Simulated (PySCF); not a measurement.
Structure problem from calculated spectra and properties.

Formula: C10H10N; charge +1.

* 1H NMR: chemical shifts (computed TMS as zero) by class: 9.48 (1 H), 8.95 (1 H), 8.89 (1 H), 8.77 (1 H), 8.67 (1 H), 8.47 (1 H), 8.19 (1 H), 4.58 (3 H) ppm [GIAO CAM-B3LYP/pcSseg-2]
* 13C NMR: chemical shifts (computed TMS as zero) by class: 168.4 (1 C), 161.6 (1 C), 155.9 (1 C), 152.0 (1 C), 147.0 (1 C), 146.8 (1 C), 142.3 (1 C), 131.5 (1 C), 128.1 (1 C), 48.2 (1 C) ppm [GIAO CAM-B3LYP/pcSseg-2]
* UV, strongest line: among the 10 lowest singlet transitions: S3 at 5.56 eV (223 nm, f = 0.462) [TDDFT B3LYP/def2-SVPD]
* NMR, other nuclei: isotropic shieldings of nuclei other than C and H, by class: 46 (1 N) ppm [GIAO CAM-B3LYP/pcSseg-2]
* Triplet: lowest triplet excitation (Tamm–Dancoff): 2.83 eV [TDA B3LYP/def2-SVPD]
* Couplings: largest of the computed one-bond spin–spin couplings (means over like bonds): 13C–1H +195.7, 13C–1H +188.5, 13C–1H +179.9, 13C–1H +179.9, 13C–1H +178.9, 13C–1H +178.2, 13C–1H +176.3, 13C–1H +152.0 (×3) Hz [B3LYP/pcJ-1, spin–dipole term left out]
* Rotational structure: rotational constants A, B, C: 1.944, 1.146, 0.725 GHz [PBE0-D3(BJ)/def2-SVP]

Gas-phase values; electronic properties from PySCF, density fitting. Levels stand in brackets. NMR shifts are as computed; neighbouring signals can stand in another order in a measured spectrum. Geometry: PBE0-D3(BJ)/def2-SVP; no solvent, vibrations or thermal averaging. NMR values are class means; diastereotopic atoms form classes of their own.

Question: Give a SMILES that accounts for the data.

Answer: Numbering: `[CH3:1][n+:2]1[cH:3][cH:4][cH:5][c:6]2[cH:7][cH:8][cH:9][cH:10][c:11]12`. 10 carbons fall into 10 classes; from least to most shielded: aromatic CH carbon [C5] (168.4 ppm), aromatic CH next to a ring nitrogen [C3] (161.6 ppm), aromatic CH carbon [C9] (155.9 ppm), ring-fusion aromatic carbon [C11] (152.0 ppm), aromatic CH carbon [C7] (147.0 ppm), aromatic CH carbon [C8] (146.8 ppm), ring-fusion aromatic carbon [C6] (142.3 ppm), aromatic CH carbon [C4] (131.5 ppm), aromatic CH carbon [C10] (128.1 ppm), N-methyl carbon [C1] (48.2 ppm). Hydrogen classes from least to most shielded: 1 H on an aromatic CH carbon, C5 (9.48 ppm), 1 H on an aromatic CH carbon, C9 (8.95 ppm), 1 H on an aromatic CH next to a ring nitrogen, C3 (8.89 ppm), 1 H on an aromatic CH carbon, C7 (8.77 ppm), 1 H on an aromatic CH carbon, C8 (8.67 ppm), 1 H on an aromatic CH carbon, C10 (8.47 ppm), 1 H on an aromatic CH carbon, C4 (8.19 ppm), 3 H on an N-methyl carbon, C1 (4.58 ppm). The other shieldings belong to: 46 ppm, pyridinium-type nitrogen [N2]. The couplings run between: +195.7 Hz, aromatic CH next to a ring nitrogen [C3] and its hydrogen; +188.5 Hz, aromatic CH carbon [C4] and its hydrogen; +179.9 Hz, aromatic CH carbon [C5] and its hydrogen; +179.9 Hz, aromatic CH carbon [C8] and its hydrogen; +178.9 Hz, aromatic CH carbon [C7] and its hydrogen; +178.2 Hz, aromatic CH carbon [C9] and its hydrogen; +176.3 Hz, aromatic CH carbon [C10] and its hydrogen; +152.0 Hz, N-methyl carbon [C1] and its hydrogen (with 2 like pairs). By its constants the optimised geometry is an asymmetric top. Structure: `C[N+]1=CC=CC2=CC=CC=C21`. The assignments are read from this structure; whether some other isomer fits the data as well wasn't checked.
